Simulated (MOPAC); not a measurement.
MOPAC input (PM3):

```
PM3 PRECISE GNORM=0.05 LET XYZ GEO-OK AUX(PRECISION=9) THREADS=1
HFSi

Si   -0.24675166 1   -0.31480560 1    0.45207189 1
H    -0.98134586 1   -1.21116338 1   -0.55911929 1
F     0.49287435 1    0.62427130 1   -0.64109857 1
```

From the last part of the output:

```
                                                       MOPAC v23.2.5 Linux

          FINAL HEAT OF FORMATION =        -37.38961 KCAL/MOL =    -156.43813 KJ/MOL

          COSMO AREA              =         82.41 SQUARE ANGSTROMS
          COSMO VOLUME            =         68.57 CUBIC ANGSTROMS

          GRADIENT NORM           =          0.01392          =       0.00804 PER ATOM
          IONIZATION POTENTIAL    =          8.090031 EV
          HOMO LUMO ENERGIES (EV) =         -8.090 -1.821
          NO. OF FILLED LEVELS    =          6
          MOLECULAR WEIGHT        =         48.0918         POINT GROUP:  Cs

          MOLECULAR DIMENSIONS (Angstroms)

            Atom       Atom       Distance
            F     3    H     2     2.39744
            H     2   Si     1     0.98470
            F     3   Si     1     0.00000

          SCF CALCULATIONS        =          8

   ATOM   CHEMICAL          X               Y               Z
  NUMBER   SYMBOL      (ANGSTROMS)     (ANGSTROMS)     (ANGSTROMS)

     1      Si         -0.24075962  *  -0.30683576  *   0.42232382  *
     2       H         -1.00789156  *  -1.24505917  *  -0.50882264  *
     3       F          0.49170316  *   0.62238833  *  -0.61651399  *

                             CARTESIAN COORDINATES

   1   Si       -0.240759625    -0.306835763     0.422323820
   2    H       -1.007891565    -1.245059175    -0.508822637
   3    F        0.491703159     0.622388329    -0.616513986

           Empirical Formula: H Si F  =     3 atoms

      MOLECULAR POINT GROUP   :   Cs

                  EIGENVALUES
 -21.80716 -16.94027 -16.62097 -16.12454 -12.15557  -8.09003  -1.82136   1.77862
   2.11765

              NET ATOMIC CHARGES AND DIPOLE CONTRIBUTIONS

  ATOM NO.   TYPE          CHARGE      No. of ELECS.   s-Pop       p-Pop
    1         Si           0.532639        3.4674     1.74247     1.72489
    2          H          -0.268932        1.2689     1.26893
    3          F          -0.263707        7.2637     1.61405     5.64965
 DIPOLE           X         Y         Z       TOTAL
 POINT-CHG.     0.063     0.035     2.519     2.520
 HYBRID        -0.100    -0.068    -3.259     3.261
 SUM           -0.037    -0.033    -0.740     0.742

          ATOMIC ORBITAL ELECTRON POPULATIONS

     Atom    s        px        py        pz
    1 Si   1.74247   0.34807   0.46240   0.91442
    2  H   1.26893
    3  F   1.61405   1.86932   1.86953   1.91080

 **********************
 *                    *
 * JOB ENDED NORMALLY *
 *                    *
 **********************

 == MOPAC DONE ==
```

The geometry given is a B3LYP-D3(BJ)/def2-TZVP minimum.
